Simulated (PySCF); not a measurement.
Dipole response of Zr²⁺ (zirconium, charge +2)

[Kr] 4d2, high-spin 3F determinant. Computed with PySCF 2.14 in aug-cc-pVTZ-PP with one added diffuse shell each of s, p, d, f, g type with ECP28MDF (7s7p6d4f3g, 113 functions), with a scalar-relativistic core potential. Coupled (time-dependent) response in atomic units; α is the mean over directions.

```tsv
method	mean α (bohr³)	C₆ (like pair)	S(−4)
UHF	11.30	55.81	77.99
PBE	12.88	63.15	123.4
PBE0	12.19	59.97	102.0
```

S(−4) is the Cauchy moment in α(ω) = α(0) + S(−4) ω² + …

Spin-orbit coupling is absent.

α(iu) at UHF:

| u (hartree) | α(iu) (bohr³) |
| --- | --- |
| 0 | 11.30 |
| 0.0500 | 11.11 |
| 0.100 | 10.61 |
| 0.200 | 9.234 |
| 0.300 | 7.941 |
| 0.500 | 6.069 |
| 0.750 | 4.570 |
| 1.00 | 3.559 |
| 1.50 | 2.295 |
| 2.00 | 1.572 |
| 3.00 | 0.8433 |
| 5.00 | 0.3444 |

A single London oscillator, α(iu) = α/(1 + u²/ω²), gives C₆ = (3/4) ω α². Matching the computed C₆ needs ω = 4 × 55.81 / (3 × 11.30²) = 0.583 hartree.

For an ion, C₆ is the dispersion term alone; charge-induced terms of lower order in 1/R come first.

Energies and moments cover only the electrons outside the core potential.
